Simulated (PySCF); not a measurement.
# Multinuclear NMR of C$_{6}$H$_{11}$ClOSi

Geometry (Å), atoms numbered from 1 in this order:
```xyz
20

C    -3.623    0.966    0.129
C    -2.985    0.978    1.511
C    -4.027    0.805    2.586
O    -4.131   -0.080    3.363
Cl   -5.184    2.186    2.630
C    -2.047    2.189    1.782
C    -0.835    1.226    1.861
Si    0.490    1.446    0.540
C    -1.786    0.015    1.683
H    -4.354    1.780    0.026
H    -2.843    1.098   -0.635
H    -4.131    0.009   -0.064
H    -2.044    2.927    0.964
H    -2.263    2.728    2.715
H    -0.347    1.241    2.848
H     1.485    0.330    0.600
H    -0.153    1.436   -0.812
H     1.203    2.748    0.717
H    -1.606   -0.624    0.805
H    -1.872   -0.632    2.566
```

In vacuum, one computed conformer, one averaged value for each set of equivalent atoms, non-relativistic. NMR shieldings at PBE0/pcSseg-1/GIAO; structure optimised with PBE0-D3(BJ)/def2-SVP; PySCF.

(1) Predict the 29Si NMR data.

(2) Predict the 17O NMR data.

Results:

(1) 
```tsv
atoms	environment	σ (ppm)	δ (ppm)
Si8	silicon bonded to C, 3 H	408.0	-60.2
```

Shieldings were converted by a linear fit to measured shifts: 29Si: δ = 279.39 − 0.832σ (rms 9.7 ppm, 87 shifts, 23.4 ppm with the 5 outliers that the fit left out vs TMS, solution or neat liquid). Occasional misses reach two or three times the rms, and more in compound classes unlike the fitted ones.

On a 600 MHz spectrometer 29Si resonates near 119.2 MHz, so 1 ppm is 119.2 Hz.

(2) 
```json
{"atoms": "O4", "environment": "carbonyl oxygen", "σ (ppm)": "-242.6", "δ (ppm)": "480.4"}
```

Shieldings were converted by a linear fit to measured shifts: 17O (scatter 13.4 ppm rms, 14.2 ppm with the 1 outlier that the fit left out vs liquid water, solution or neat liquid). A few per cent of atoms miss by over 2 rms, more outside the fitted compound classes.

On a 400 MHz spectrometer 17O resonates near 54.2 MHz, so 1 ppm is 54.2 Hz.
